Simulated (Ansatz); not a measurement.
`[NH2][Mo]([F])(=[S])=[S]` + NH₃ → `[NH2][Mo]([NH2])(=[S])=[S]` + H–F  (ligand exchange at a Mo–F bond)

Program: Ansatz. Geometries: PBE0-D4/def2-TZVP. ΔE: electronic, gas phase. CCSD(T)/CBS adds triple-zeta CCSD(T) − MP2 to the extrapolated MP2 energy (def2 sets, frozen cores). This one scheme is used for every species. Functionals use def2-TZVPP. B3LYP here is the variant with VWN-RPA as its local correlation; programs differ in this. HSE06 is defined as in plane-wave codes. def2 core potentials past Kr. For Mo outer-core shells are correlated without core-valence functions, which leaves a few kJ/mol of doubt a bond. Each species was taken in one conformer, which may not be the lowest.

`[NH2][Mo]([F])(=[S])=[S]`:

Z-matrix (Å, degrees):
```
Mo
F 1 1.846
S 1 2.096 2 110.4
N 1 1.898 2 110.4 3 118.8
S 1 2.096 2 110.4 3 -122.5
H 4 1.010 1 123.4 2 -96.2
H 4 1.010 1 123.4 2 96.2
```

NH₃:

Cartesian coordinates in Å:
```
N 0.264 -0.020 -0.096
H 0.024 0.933 0.149
H -0.411 -0.329 -0.785
H 0.123 -0.584 0.732
```

`[NH2][Mo]([NH2])(=[S])=[S]`:

Cartesian coordinates in Å:
```
N 1.633 -0.114 -0.233
Mo -0.089 0.443 0.401
N -1.492 -0.588 -0.403
S -0.152 0.114 2.479
S -0.365 2.455 -0.150
H 2.191 -0.826 0.210
H 2.091 0.287 -1.038
H -1.959 -0.329 -1.258
H -1.859 -1.441 -0.009
```

H–F:

Cartesian coordinates in Å:
```
F -0.446 -0.046 0.101
H 0.446 0.046 -0.101
```

```json
{"level": "B97M-V", "ΔE (kJ/mol)": "72.8", "difference from CCSD(T)/CBS": "24.2"}
{"level": "PBE0-D4", "ΔE (kJ/mol)": "53.7", "difference from CCSD(T)/CBS": "5.1"}
{"level": "B3LYP-D4", "ΔE (kJ/mol)": "58.9", "difference from CCSD(T)/CBS": "10.3"}
{"level": "BHLYP-D4", "ΔE (kJ/mol)": "55.5", "difference from CCSD(T)/CBS": "6.9"}
{"level": "ωB97M-V", "ΔE (kJ/mol)": "60.1", "difference from CCSD(T)/CBS": "11.5"}
{"level": "revPBE", "ΔE (kJ/mol)": "69.7", "difference from CCSD(T)/CBS": "21.1"}
{"level": "r2SCAN0", "ΔE (kJ/mol)": "59.1", "difference from CCSD(T)/CBS": "10.5"}
{"level": "HSE06", "ΔE (kJ/mol)": "58.1", "difference from CCSD(T)/CBS": "9.5"}
{"level": "CAM-B3LYP", "ΔE (kJ/mol)": "67.5", "difference from CCSD(T)/CBS": "18.9"}
{"level": "LC-ωPBE", "ΔE (kJ/mol)": "65.5", "difference from CCSD(T)/CBS": "16.9"}
{"level": "RPA@PBE/def2-TZVPP", "ΔE (kJ/mol)": "53.5", "difference from CCSD(T)/CBS": "4.9"}
{"level": "MP2/def2-SVP", "ΔE (kJ/mol)": "49.0", "difference from CCSD(T)/CBS": "0.4"}
{"level": "CCSD/def2-SVP", "ΔE (kJ/mol)": "53.5", "difference from CCSD(T)/CBS": "4.9"}
{"level": "HF/def2-TZVPP", "ΔE (kJ/mol)": "62.8", "difference from CCSD(T)/CBS": "14.2"}
{"level": "MP2/def2-QZVPP", "ΔE (kJ/mol)": "42.3", "difference from CCSD(T)/CBS": "-6.3"}
{"level": "MP2/CBS(def2)", "ΔE (kJ/mol)": "41.5", "difference from CCSD(T)/CBS": "-7.1"}
{"level": "CCSD(T)/CBS", "ΔE (kJ/mol)": "48.6", "difference from CCSD(T)/CBS": "0"}
```

Largest T1 diagnostic among the species: 0.025, so the coupled-cluster value is less sure than usual.

At CCSD(T), def2-SVP lies +4.9 kJ/mol from the extrapolated value and def2-TZVPP +0.9 kJ/mol. From r2SCAN to r2SCAN0 (25 % exact exchange), in def2-TZVPP and without D4, ΔE moves by −8.1 kJ/mol.
